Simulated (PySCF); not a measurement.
C2HF3O2, SMILES O=C(O)C(F)(F)F (connectivity only; charge and spin as stated), charge -1, multiplicity 2.

Geometry optimised at r2SCAN-D4/def2-SVPD. The spin state was assumed, not searched. Other conformers were not sampled.

Level of theory: r2SCAN-D4/def2-SVPD run with PySCF.

Frequencies are harmonic and unscaled.

| mode | ν (cm⁻¹) | IR (km/mol) | moving atoms (share of kinetic energy) |
|---|---|---|---|
| 1 | 84 | 2.6 | O 63 %, F 34 % |
| 2 | 168 | 36.0 | F 56 %, O 20 %, H 17 % |
| 3 | 224 | 1.0 | O 47 %, F 46 % |
| 4 | 277 | 48.5 | H 76 %, O 13 %, F 10 % |
| 5 | 381 | 7.3 | O 51 %, F 44 % |
| 6 | 421 | 1.0 | F 66 %, O 27 % |
| 7 | 474 | 20.2 | F 75 %, C 15 %, O 8 % |
| 8 | 563 | 4.2 | F 73 %, O 17 %, C 9 % |
| 9 | 584 | 15.6 | O 43 %, F 30 %, C 16 %, H 11 % |
| 10 | 614 | 8.9 | C 57 %, F 38 % |
| 11 | 729 | 85.2 | F 59 %, C 27 %, O 13 % |
| 12 | 806 | 396.7 | C 72 %, F 20 %, O 9 % |
| 13 | 979 | 240.9 | C 56 %, O 23 %, F 11 %, H 10 % |
| 14 | 1082 | 314.2 | C 79 %, F 18 % |
| 15 | 1175 | 98.8 | H 44 %, C 42 % |
| 16 | 1261 | 249.8 | C 63 %, H 18 %, O 17 % |
| 17 | 1566 | 182.3 | C 66 %, O 27 % |
| 18 | 3746 | 9.2 | H 94 % |
